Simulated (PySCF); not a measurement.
## Mayer bond orders and bond lengths

Species: C4H11PSi.
SMILES with atom numbers: `[CH3:1][C@@H:2]1[CH2:3][C@@H:4]1[SiH2:5][PH2:6]` (hydrogens: H7, H8, H9 on C1; H10 on C2; H11, H12 on C3; H13 on C4; H14, H15 on Si5; H16, H17 on P6)

Cartesian coordinates in Å at the PBE0-D3(BJ)/def2-SVP level; atoms count from 1:
```xyz
17
C4H11PSi angstrom
C     -1.222   -0.823   -0.866
C     -1.398    0.129    0.287
C     -1.242    1.604    0.110
C     -0.225    0.839    0.930
Si     1.545    0.625    0.373
P      2.208   -1.489    0.865
H     -2.164   -0.937   -1.426
H     -0.460   -0.464   -1.574
H     -0.909   -1.820   -0.520
H     -2.176   -0.174    0.997
H     -1.924    2.279    0.633
H     -0.931    1.963   -0.877
H     -0.313    0.973    2.016
H      1.673    0.791   -1.109
H      2.407    1.660    1.025
H      3.603   -1.214    0.719
H      2.219   -1.253    2.275
```

Bond orders from the PBE0/pcSseg-1 density (PySCF). Geometry: PBE0-D3(BJ)/def2-SVP, one conformer, isolated molecule.

(1) How far do the computed orders between heavy atoms stray from the drawn ones?

(2) Set the Mayer orders of the bonds beside their lengths.

## Answers

(1) The largest departure is 0.123, at C4–Si5 (drawn single, 0.877). Drawn single, order below 0.88: C4–Si5 (0.877).

(2) 
| bond | drawn as | length (Å) | Mayer order |
| --- | --- | --- | --- |
| C1–C2 | single | 1.506 | 1.051 |
| C2–C3 | single | 1.494 | 0.942 |
| C3–C4 | single | 1.514 | 0.943 |
| C4–Si5 | single | 1.868 | 0.877 |
| Si5–P6 | single | 2.270 | 0.995 |
| C4–C2 | single | 1.514 | 0.927 |
| C1–H7 | single | 1.101 | 0.960 |
| C1–H8 | single | 1.101 | 0.950 |
| C1–H9 | single | 1.101 | 0.956 |
| C2–H10 | single | 1.096 | 0.953 |
| C3–H11 | single | 1.093 | 0.958 |
| C3–H12 | single | 1.095 | 0.955 |
| C4–H13 | single | 1.097 | 0.939 |
| Si5–H14 | single | 1.496 | 0.942 |
| Si5–H15 | single | 1.497 | 0.922 |
| P6–H16 | single | 1.429 | 0.931 |
| P6–H17 | single | 1.430 | 0.926 |

Bonds between the same two heavy elements. C–C: lowest C4–C2 (0.927, 1.514 Å), highest C1–C2 (1.051, 1.506 Å); in 1 of the 6 pairs the longer bond (by over 0.003 Å) has the higher order (by 0.02 or more).

Q: Sum the orders of all bonds at each heavy atom with more than one neighbour and set the sums beside the valence in the SMILES.

A: C1 3.917 (drawn 4), C2 3.873 (drawn 4), C3 3.798 (drawn 4), C4 3.686 (drawn 4), Si5 3.736 (drawn 4), P6 2.852 (drawn 3). Orders between atoms that aren't bonded are not in these sums.

Mayer orders depend on the basis set.

These values come from a run that also computed NMR shieldings. Hardware: x86-64 server, one thread, shared host. Cost: 16 s wall.
